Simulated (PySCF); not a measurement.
C₂H₇FO₂Si, SMILES C[C@@H](O)[Si@@H](O)F.

Coordinates come from a PBE0-D3(BJ)/def2-SVP optimisation. The structure was generated by enumeration; whether it is a known compound was not checked. One conformer was computed; it need not be the lowest.

Two levels are set side by side: TDA-PBE/def2-SVPD (PySCF) and TDA-M06-2X/def2-SVPD (PySCF). Vertical, same geometry. The lowest singlet is HOMO→LUMO 99 % with PBE and HOMO→LUMO+1 88 % with the other functional; states are paired by order. Differences are taken from unrounded values.

| quantity | TDA-M06-2X |
|---|---|
| lowest singlet excitation (eV) | 6.91 |
| lowest triplet excitation (TDA) (eV) | 6.60 |
| first bright state (f over 0.05) (eV) | 8.45 |
| its oscillator strength | 0.07 |

Task: What does TDA-PBE give, and how far is it from TDA-M06-2X? (The exact figures need the calculation; the answer reports its results.)

Result: 
```csv
quantity,TDA-PBE,TDA-PBE minus TDA-M06-2X
lowest singlet excitation (eV),5.43,-1.48
lowest triplet excitation (TDA) (eV),5.32,-1.28
first bright state (f over 0.05) (eV),7.06,-1.40
its oscillator strength,0.08,0.00
```

Functionals without exact exchange tend to place singlet excitations lower, as here. Differences between two approximate levels are no errors against the true value.

Rough cost on one machine, each run with all the roots and properties that it gave: TDA-M06-2X against TDA-PBE about 10 times.
